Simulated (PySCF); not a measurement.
Si(F)3(Et) (C2H5F3Si), SMILES F[Si](F)(F)CC.

The structure is a stationary point at PBE0-D3(BJ)/def2-SVP. Other conformers were not sampled.

These are TDA-B3LYP/def2-SVPD (PySCF 2.14.0) values and carry that method's errors.

Vertical excitations. Isolated molecule, no solvent.

Computed excitation energies, oscillator strengths and character:
| state | energy (eV) | λ (nm) | f | main pairs |
|---|---|---|---|---|
| S1 | 8.37 | 148 | 0.024 | HOMO→LUMO 98 % |
| S2 | 9.12 | 136 | 0.108 | HOMO→LUMO+1 98 % |
| S3 | 9.15 | 135 | 0.000 | HOMO−1→LUMO 97 % |
| S4 | 9.72 | 128 | 0.018 | HOMO→LUMO+2 97 % |
| S5 | 9.77 | 127 | 0.005 | HOMO→LUMO+3 95 % |
| S6 | 9.88 | 125 | 0.023 | HOMO−1→LUMO+1 96 % |
| S7 | 9.95 | 125 | 0.002 | HOMO−2→LUMO 94 % |
| S8 | 10.18 | 122 | 0.024 | HOMO→LUMO+4 95 % |
| S9 | 10.32 | 120 | 0.034 | HOMO→LUMO+5 91 % |
| S10 | 10.49 | 118 | 0.054 | HOMO−1→LUMO+2 89 % |
| T1 | 8.10 | 153 | 0 | HOMO→LUMO 96 % |
| T2 | 8.71 | 142 | 0 | HOMO→LUMO+1 91 % |
| T3 | 8.91 | 139 | 0 | HOMO−1→LUMO 90 % |
| T4 | 9.26 | 134 | 0 | HOMO→LUMO+3 79 %, HOMO→LUMO+4 13 % |
Triplets are in the Tamm–Dancoff approximation.
